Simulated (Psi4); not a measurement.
Internal rotation in SMILES FCC(F)(F)F. Scanned: dihedral F1–C2–C3–F4; all other coordinates were relaxed at GFN2-xTB. Heavy atoms are numbered in the order of the SMILES FCC(F)(F)F, hydrogens after them in the order of the atoms that carry them; the mirror image has the same energies with the sign of each dihedral reversed.

Computed with: PBE/def2-TZVP // GFN2-xTB (Psi4); PBE-D3(BJ)/def2-TZVP // GFN2-xTB (Psi4); MP2/cc-pVTZ = Psi4 with DF-MP2 (frozen core)/cc-pVTZ // GFN2-xTB.

Energies relative to the lowest point of each profile, in kJ/mol; the last columns give the difference from MP2:

| φ / ° | PBE/def2-TZVP | PBE-D3(BJ)/def2-TZVP | MP2/cc-pVTZ | PBE/def2-TZVP − MP2/cc-pVTZ | PBE-D3(BJ)/def2-TZVP − MP2/cc-pVTZ |
|---|---|---|---|---|---|
| 0 | 13.62 | 13.67 | 16.08 | -2.46 | -2.41 |
| 10 | 12.76 | 12.80 | 14.97 | -2.22 | -2.17 |
| 20 | 10.24 | 10.28 | 11.98 | -1.75 | -1.71 |
| 30 | 6.82 | 6.85 | 7.97 | -1.14 | -1.12 |
| 40 | 3.36 | 3.37 | 4.02 | -0.66 | -0.64 |
| 50 | 0.89 | 0.89 | 1.14 | -0.25 | -0.25 |
| 60 | 0.00 | 0.00 | 0.00 | 0.00 | 0.00 |
| 70 | 0.59 | 0.60 | 0.86 | -0.26 | -0.26 |
| 80 | 2.94 | 2.95 | 3.52 | -0.59 | -0.57 |
| 90 | 6.33 | 6.35 | 7.41 | -1.08 | -1.05 |
| 100 | 9.85 | 9.89 | 11.53 | -1.68 | -1.64 |
| 110 | 12.55 | 12.60 | 14.74 | -2.19 | -2.14 |

PBE/def2-TZVP is furthest from MP2/cc-pVTZ at 0 (-2.46 kJ/mol, below); its mean absolute difference over the points is 1.19 kJ/mol.

PBE-D3(BJ)/def2-TZVP is furthest from MP2/cc-pVTZ at 0 (-2.41 kJ/mol, below); its mean absolute difference over the points is 1.16 kJ/mol.
